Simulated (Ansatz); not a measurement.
`B[SiH](B)F` + `Cl[SiH]1N[SiH2]1` → `BN1[SiH2][SiH]1Cl` + `B[SiH2]F` at 500 K and 1 bar (cleavage of the B–Si bond).

Calculated with Ansatz (gas phase, PBE0-D4/def2-TZVP geometries, no zero-point term in ΔE). CBS: MP2 limit from def2 TZ/QZ plus the TZ coupled-cluster correction, frozen cores.

```
            species  CCSD(T)/CBS energy (Eh)  H − E (kJ/mol)  S (J/(mol·K))
       `B[SiH](B)F`               -441.44960           179.3          390.8
 `Cl[SiH]1N[SiH2]1`              -1095.09347           153.6          375.7
`BN1[SiH2][SiH]1Cl`              -1120.50903           193.1          422.3
         `B[SiH2]F`               -416.08532           136.3          334.6
```

H − E and S are ideal-gas, rigid-rotor, harmonic terms from PBE0-D4/def2-TZVP, for one conformer and one mirror image of each species. 1 Eh = 2625.50 kJ/mol, R = 8.31446 J/(mol·K).

By hand: ΔE, ΔH, ΔS and ΔG.

ΔE = (-1120.50903) + (-416.08532) − (-441.44960) − (-1095.09347) = -0.05128 Eh = -134.6 kJ/mol. Δ(H − E) = 193.1 + 136.3 − 179.3 − 153.6 = -3.5, so ΔH = -138.1 kJ/mol. ΔS = 422.3 + 334.6 − 390.8 − 375.7 = -9.6 J/(mol·K). ΔG = -138.1 − 500 × (-9.6)/1000 = -133.3 kJ/mol.

By hand: the equilibrium constant, and the temperature at which ΔG would vanish if ΔH and ΔS stayed fixed.

log₁₀ K = −ΔG/(RT ln 10) = 13.9. ΔG = 0 at ΔH/ΔS = 14385 K, far beyond where these terms or the molecules hold.

The number of gas molecules stays the same, so ΔS is small and ΔH decides. A doubt of 5 kJ/mol in ΔE shifts log₁₀ K by 0.5 here. Other conformers and mirror images would add mixing entropy, several J/(mol·K) or more a flexible species. These are equilibria of isolated gas molecules and say nothing of rates. Largest T1 diagnostic: 0.013 (customary marks: 0.02 for closed shells, 0.045 for open ones).
